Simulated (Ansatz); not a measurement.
Total energies of the cluster Si₆Te₆ (the lowest singlet isomer of a short search) from Ansatz at PBE0-D4/def2-SVP, gas phase (1 Eh = 27.2114 eV = 2625.5 kJ/mol). The reference geometry is relaxed at PBE-D4/def2-SVP.

```xyz
12

Si    2.6443   -1.6684    1.3510
Si   -1.7600    2.4994   -0.9929
Si   -3.1808   -0.5095    0.0887
Si   -0.2826   -1.9018   -1.8402
Si    1.1643    1.1726    0.1918
Si   -1.0851   -1.6526    0.3312
Te    2.7316    0.9424    2.0863
Te    0.7979    3.2031   -1.2062
Te    2.0430   -0.7992   -1.2029
Te   -1.3017    1.0851    1.2655
Te   -2.0136    0.1104   -2.3130
Te    0.2427   -2.4815    2.2406
```

```tsv
state	geometry	energy (Eh)
charge 0 singlet	reference	-3344.19467
charge 1 doublet	reference	-3343.92910
charge -1 doublet	reference	-3344.27867
free Si atom (triplet)	–	-289.15194
free Te atom (triplet)	–	-267.98598
```

In the def2 sets Te takes a core potential; there is no spin–orbit coupling.

Task: Work out the vertical ionisation energy to the doublet.

Result: E(charge 1 doublet) − E(charge 0 singlet) = -3343.92910 − (-3344.19467) = 0.26557 Eh = 7.23 eV. For comparison, −ε of the highest occupied level is 6.00 eV at this level, 1.23 eV less.

Task: Work out the vertical electron affinity, to the doublet.

Result: E(charge 0 singlet) − E(charge -1 doublet) = -3344.19467 − (-3344.27867) = 0.08400 Eh = 2.29 eV. The basis lacks diffuse functions, which makes affinities too small.

Task: Give the fundamental gap IE − EA, the Mulliken electronegativity (IE + EA)/2 and the hardness (IE − EA)/2.

Result: From the values in Eh: IE − EA = 0.26557 − 0.08400 = 0.18157 Eh = 4.94 eV; (IE + EA)/2 = 4.76 eV; (IE − EA)/2 = 2.47 eV. The HOMO–LUMO gap of the same run is 2.60 eV, 2.34 eV smaller than the fundamental gap.

Task: What is the binding energy per atom against free atoms?

Result: Atoms: 6 × (-289.15194) + 6 × (-267.98598) = -3342.82752 Eh. Binding: -3342.82752 − (-3344.19467) = 1.36715 Eh = 37.20 eV, or 3.10 eV for each of 12 atoms (no zero-point energy, no counterpoise term).

 

The structure comes from a short search, and lower isomers may exist.
